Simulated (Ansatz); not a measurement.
`BS[SiH3]` + `C[SiH2]C(N)F` → `BS[SiH2][SiH2]C` + `NCF`  (formal exchange of groups at the Si–H bond)

Isolated molecules relaxed with PBE0-D4/def2-TZVP in Ansatz; ΔE leaves out vibrations. CCSD(T)/CBS is the MP2 limit (def2-TZVPP, def2-QZVPP) plus CCSD(T) − MP2 in def2-TZVPP, frozen cores. DFT in def2-TZVPP. B3LYP here is the variant with VWN-RPA as its local correlation; programs differ in this. One conformer a species, not always the lowest.

`BS[SiH3]`:

Cartesian coordinates in Å:
```
B -1.253 -0.520 1.036
S 0.513 -0.696 1.063
Si 1.006 0.365 -0.747
H -1.806 0.068 0.155
H -1.858 -1.015 1.936
H 0.549 1.772 -0.647
H 0.366 -0.295 -1.909
H 2.482 0.320 -0.887
```

`C[SiH2]C(N)F`:

```xyz
13

C    -0.707   -1.332    0.965
Si    0.544   -0.895   -0.353
C     0.328    0.929   -0.866
N     0.327    1.798    0.238
F    -0.880    1.009   -1.624
H    -0.642   -2.393    1.218
H    -0.535   -0.764    1.883
H    -1.721   -1.130    0.614
H     1.934   -1.076    0.148
H     0.357   -1.737   -1.563
H     1.115    1.239   -1.561
H    -0.384    1.578    0.920
H     0.263    2.775   -0.018
```

`BS[SiH2][SiH2]C`:

Cartesian coordinates in Å:
```
B -2.335 -0.307 1.429
S -0.725 -0.254 2.171
Si 0.432 -1.347 0.696
Si 0.583 -0.066 -1.255
C 1.280 1.627 -0.856
H -3.218 0.230 2.023
H -2.523 -0.859 0.387
H 1.770 -1.546 1.317
H -0.192 -2.679 0.484
H 1.445 -0.778 -2.242
H -0.783 0.051 -1.836
H 1.319 2.250 -1.752
H 2.291 1.546 -0.451
H 0.656 2.131 -0.114
```

`NCF`:

Cartesian coordinates in Å:
```
N 0.302 0.581 0.608
C -0.405 -0.229 -0.293
F 0.408 -1.135 -0.997
H 0.753 0.051 1.340
H 0.979 1.176 0.152
H -1.141 -0.833 0.240
H -0.896 0.387 -1.049
```

| level | ΔE (kJ/mol) | difference from CCSD(T)/CBS |
| --- | --- | --- |
| PBE-D4 | -37.7 | -9.8 |
| B3LYP-D4 | -28.8 | -0.9 |
| ωB97M-V | -21.1 | 6.8 |
| PBE | -35.5 | -7.6 |
| PBE0 | -35.7 | -7.8 |
| MP2/def2-TZVPP | -25.7 | 2.2 |
| CCSD/def2-TZVPP | -27.0 | 0.9 |
| CCSD(T)/def2-TZVPP | -27.8 | 0.1 |
| HF/def2-QZVPP | -22.2 | 5.7 |
| MP2/def2-QZVPP | -25.5 | 2.4 |
| CCSD(T)/CBS | -27.9 | 0 |

Largest T1 diagnostic among the species: 0.014.

The D4 term adds −3.5 kJ/mol with B3LYP and −2.4 kJ/mol with PBE0; it sums over pairs of atoms, weighted by their polarisabilities, and B3LYP, whose exchange is more repulsive, gets the larger term.
